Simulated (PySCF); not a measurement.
Z-matrix (Å, degrees):
```
C
O 1 1.2025
O 1 1.3461 2 122.85
H 3 0.9710 1 107.02 2 0.05
Si 1 1.9064 2 123.68 3 -177.31
H 5 1.4805 1 109.30 2 -20.90
H 5 1.4835 6 113.88 1 127.91
```
Charge 0, spin multiplicity 2.

Question: Give the dipole moment, total energy and highest occupied spin orbital at the level PBE0-D4/def2-TZVP run with PySCF.

Answer: 
dipole moment: 1.43 D
total energy: -13049.81 eV
highest occupied spin orbital: -6.66 eV
